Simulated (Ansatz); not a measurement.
C₂H₅BN₂O, SMILES `N#CCB(N)O`, 11 atoms. Total charge 0; spin multiplicity 1. All runs use 4 threads of an Arm Neoverse V1 on a shared host. Correlated methods freeze the cores.

(1) How many basis functions does each run have, and how long does it take in Ansatz? RKS CAM-B3LYP-D4/def2-TZVPP energy; RKS ωB97M-V/def2-SVP energy; RKS PBE0-D4/def2-QZVPP energy; RKS PBE-QIDH (frozen core)/def2-TZVPP energy; RHF-MP2/def2-QZVPP energy; RHF-CCSD(T)/def2-TZVPP energy; RKS PBE0-D4/def2-TZVP frequencies; RKS PBE0-D4/def2-SVP energy; RKS SPW92 (LDA)/def2-TZVPP energy; RKS r2SCAN-D4/def2-TZVPP energy and forces; RKS ωB97M-V/def2-QZVPP energy; RHF-CCSD(T)/def2-SVP energy. (Best estimate.)

Results:

(1) Computed: Other jobs shared the machine, so times are rough.

```
                                level                job  functions  wall time  peak host memory (GiB)
                 RKS PBE0-D4/def2-SVP             energy        109      1.1 s                    0.23
           RKS SPW92 (LDA)/def2-TZVPP             energy        256      1.2 s                     0.3
          RKS CAM-B3LYP-D4/def2-TZVPP             energy        256      3.2 s                    0.65
                 RKS ωB97M-V/def2-SVP             energy        109      3.6 s                    0.32
             RKS r2SCAN-D4/def2-TZVPP  energy and forces        256      4.7 s                    0.34
RKS PBE-QIDH (frozen core)/def2-TZVPP             energy        256        6 s                    0.69
                 RHF-CCSD(T)/def2-SVP             energy        109        7 s                    0.58
               RKS PBE0-D4/def2-QZVPP             energy        492        7 s                     1.6
               RKS ωB97M-V/def2-QZVPP             energy        492       17 s                       2
                   RHF-MP2/def2-QZVPP             energy        492       24 s                     3.2
                RKS PBE0-D4/def2-TZVP        frequencies        216    2.5 min                    0.54
               RHF-CCSD(T)/def2-TZVPP             energy        256    3.2 min                     6.3
```
